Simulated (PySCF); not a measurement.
Species: C6H7O2 (doublet state).
Z-matrix (Å and degrees, GFN2-xTB geometry), rows numbered from 1:
```
C 
O   1  1.4110
C   2  1.3913  1  114.97
C   3  1.5475  2  114.30  1   -70.62
O   4  1.2064  3  122.94  2     5.06
C   4  1.4272  3  110.70  2  -175.55
C   6  1.3027  4  159.83  3  -178.42
C   7  1.4777  6   68.87  4   179.17
H   1  1.0880  2  105.98  3  -173.08
H   1  1.0930  2  111.48  3    67.93
H   1  1.0973  2  110.86  3   -54.15
H   3  1.0945  2  106.26  1   169.96
H   3  1.1037  2  111.51  1    51.52
H   8  1.0823  6  118.58  7   106.38
H   8  1.0820  6  118.40  7  -106.99
```

The hyperfine couplings belong to this conformer and change with its torsions.

The species is `COCC(=O)C1=[C]C1` [radical].

Method used: PySCF 2.14.0, UKS B3LYP, pcH-1 on C H O, non-relativistic, mean-field spin-orbit, GIAO. One conformer (not necessarily the lowest) at the GFN2-xTB geometry, without solvent, vibrations or thermal averaging. Couplings are sensitive to structure, and on GFN2-xTB geometries they can be far from those on DFT ones. The SCF solution wasn't tested for stability.

Task: Break the g tensor into its mass correction, gauge correction and orbital-Zeeman/spin–orbit terms.

Result: 
```json
{"Δg (ppm)": "relativistic mass correction", "1": "-161", "2": "-161", "3": "-161"}
{"Δg (ppm)": "gauge correction", "1": "17", "2": "19", "3": "-32"}
{"Δg (ppm)": "orbital Zeeman/spin–orbit", "1": "-1704", "2": "-83", "3": "2091"}
{"Δg (ppm)": "total", "1": "-1848", "2": "-226", "3": "1897"}
```

So g = 2.00047, 2.00209, 2.00422 and g_iso = 2.00226; the tensor is rhombic: the two nearest values differ by 43 % of g3 − g1. Axes: g1 points within 6° of the C6–C8 bond.

Task: At 93.79 GHz, how far is the centre of the isotropic spectrum from where a free electron (g = 2.002319) resonates?

Result: B = hν/(g μB) with μB/h = 13.99624 MHz/mT gives 3346.66 mT for the free electron and 3346.76 mT at g_iso, 0.10 mT higher.

Task: What are the electron Larmor frequencies g μB B/h along the three axes at 340 mT?

Result: 9.5197, 9.5274, 9.5375 GHz for g1, g2 and g3, a range of 17.8 MHz.

Task: How much does each term add to the isotropic shift?

Result: The mass correction -161, the orbital-Zeeman/spin–orbit term 101 and the gauge correction 1 ppm, for a total of -59 ppm. The mass correction is the largest in size. The mass correction is the same along every axis, so the anisotropy comes from the other two: their spans along these axes are 51 (gauge) and 3795 ppm (orbital Zeeman/spin–orbit).

Task: In a frozen sample, at which fields do the three g values resonate at 9.5, 34, 94 and 263 GHz (hyperfine left aside), and which band first spreads them over more than twice a line width of 1.0 mT?

Result: 
```
band    GHz  B(g3) mT  B(g2) mT  B(g1) mT  spread mT
   X    9.5    338.66    339.02    339.30       0.63
   Q   34.0   1212.06   1213.34   1214.33       2.27
   W   94.0   3350.98   3354.53   3357.25       6.27
   J  263.0   9375.61   9385.55   9393.16      17.55
```

The spread grows in proportion to the frequency. Q band is the first where it exceeds 2.0 mT.

Largest spin populations (Mulliken): C7 (+0.70) and C8 (+0.30).

The HOMO–LUMO gaps are 4.49 eV among the α and 2.84 eV among the β orbitals.

The run took 57 s wall (with the writing of density and orbital grids) on one thread of an Arm Neoverse V2 (shared host), and the process peaked at 0.97 GiB of memory.
